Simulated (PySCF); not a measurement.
C3H6BFO2, SMILES CCC(B(F)O)=O. Atoms are numbered in the order given.

```xyz
13

C      0.2016     2.7591     0.0000
C      0.7343     1.3326     0.0000
C     -0.3479     0.2648     0.0000
O     -1.5429     0.5499     0.0000
B      0.0993    -1.2900     0.0000
O      1.4165    -1.6146     0.0000
F     -0.8362    -2.2480     0.0000
H     -0.4336     2.9442     0.8887
H     -0.4336     2.9442    -0.8887
H      1.0266     3.4979     0.0000
H      1.3948     1.1279    -0.8746
H      1.3948     1.1279     0.8746
H      1.5628    -2.5809     0.0000
```
Charge 0, spin multiplicity 1.

Geometry optimised at PBE-D3(BJ)/def2-SVP. The structure was generated by enumeration, and PubChem lists no compound with its InChIKey, so it may never have been made. One conformer was computed; it need not be the lowest.

Computed with PySCF with PBE-D3(BJ)/def2-SVP.

Harmonic, unscaled wavenumbers; measured fundamentals usually lie a few per cent lower.

```csv
mode,ν (cm⁻¹),IR (km/mol),moving atoms (share of kinetic energy)
1,18,0.9,"O 48 %, F 30 %, H 12 %, C 11 %"
2,76,0.0,"H 46 %, C 38 %, O 11 %"
3,140,1.1,"O 37 %, C 30 %, F 17 %, H 15 %"
4,178,0.2,"H 82 %, C 13 %"
5,269,7.0,"O 44 %, C 30 %, H 17 %"
6,325,5.8,"F 38 %, O 26 %, C 25 %, H 10 %"
7,334,0.8,"H 33 %, C 29 %, B 25 %, O 9 %"
8,419,3.0,"O 43 %, C 22 %, F 19 %, H 8 %"
9,560,43.0,"O 34 %, H 19 %, B 18 %, F 18 %, C 10 %"
10,571,16.9,"H 65 %, B 18 %, C 16 %"
11,642,133.4,"H 57 %, B 26 %, O 12 %"
12,720,0.4,"C 43 %, H 26 %, O 26 %"
13,777,0.1,"H 54 %, C 30 %, B 13 %"
14,953,60.9,"C 46 %, H 26 %, F 14 %, O 11 %"
15,974,71.6,"H 63 %, C 16 %, O 15 %"
16,985,33.5,"H 54 %, C 40 %"
17,1006,2.4,"H 59 %, C 38 %"
18,1086,36.3,"C 56 %, H 39 %"
19,1202,0.4,"H 82 %, C 18 %"
20,1281,78.4,"H 45 %, C 28 %, B 21 %"
21,1338,9.9,"H 85 %, C 15 %"
22,1352,30.6,"H 38 %, B 33 %, C 21 %"
23,1367,13.5,"H 59 %, C 31 %, B 8 %"
24,1413,7.8,H 97 %
25,1419,32.0,H 91 %
26,1427,251.6,"B 71 %, O 17 %, F 8 %"
27,1721,95.9,"C 61 %, O 38 %"
28,2952,17.0,H 94 %
29,2984,4.5,"H 91 %, C 9 %"
30,2986,17.4,H 97 %
31,3074,12.5,"H 91 %, C 9 %"
32,3079,13.0,"H 90 %, C 10 %"
33,3694,52.6,H 94 %
```
